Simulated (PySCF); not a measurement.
Simulation results for CH₅ClGeSi

Calculation on a computer-drawn molecule: the log of a Hartree-Fock and frozen-core CCSD(T) single point meant for a local Hartree-Fock minimum, with one planted fault or none, to be diagnosed. Offsets are logged minus clean, where the clean run is the same molecule without the fault. The reference is restricted for singlets and unrestricted otherwise, and also for a bond in bohr or an excited solution. Adding or removing an electron swaps singlet and doublet. The excited solution moves the top pair (singlet) or top alpha electron (doublet) to the lowest empty orbital. Highest occupied and lowest empty are orbital energies over both spins, largest force is the largest gradient component, triples share is (T) over the correlation energy, the T1 limit is 0.02 restricted and 0.045 unrestricted, electrons count all cores, a negative frequency is imaginary (commonest isotopes), and the dipole is about the centre of nuclear charge; on germanium a core potential holds 10 electrons, which the energies leave out, and 3d is frozen in MP2 and coupled-cluster steps. Program: PySCF 2.14.0.

```yaml
- formula: CH5ClGeSi
  logged_structure:
    atoms_angstrom:
      - [Si, -0.3302, -0.2651, 0.8536]
      - [C, -1.4343, 0.4591, -0.2092]
      - [Ge, -1.1369, 1.0751, -2.0003]
      - [Cl, 0.9542, 0.6968, -2.5374]
      - [H, 1.076, -0.5368, 0.539]
      - [H, -0.7251, -0.6829, 2.2087]
      - [H, -2.4509, 0.6031, 0.1526]
      - [H, -1.326, 2.5819, -2.1634]
      - [H, -1.9614, 0.3251, -3.0446]
  given:
    meant_charge: 0
    meant_multiplicity: 1
    meant_basis: "cc-pV(D+d)Z"
    meant_basis_and_core_potential_on_germanium: "cc-pVDZ-PP ECP10MDF"
    logged_electrons: 74
    logged_basis_functions: 108
    logged_SCF_converged: "yes"
    logged_spin_squared: 0.0
    "logged_highest_occupied [eV]": -3.7667
    "logged_lowest_empty [eV]": -3.3637
    "logged_largest_force [hartree/bohr]": 0.16295
    logged_CC_converged: "no"
    "logged_dipole_magnitude [debye]": 6.8696
    logged_SCF_stable_within_its_kind: "no"
    "logged_energy_HF [hartree]": -1082.20626
    possible_faults: "no fault, one electron removed, one electron added, multiplicity raised by two, geometry at a saddle point, SCF held on an excited solution, minimal basis STO-3G, one bond length entered in bohr, all coordinates scaled"
    drawn_bonds_atom: [1, 2, 3, 1, 1, 2, 3, 3]
    drawn_bonds_other_atom: [2, 3, 4, 5, 6, 7, 8, 9]
    drawn_bonds_order: [2, 1, 1, 1, 1, 1, 1, 1]
  results:
    planted_fault: "SCF held on an excited solution"
    "HF_energy_offset_from_clean_run [kcal/mol]": 237.5
  notes: ["CCSD not converged"]
```
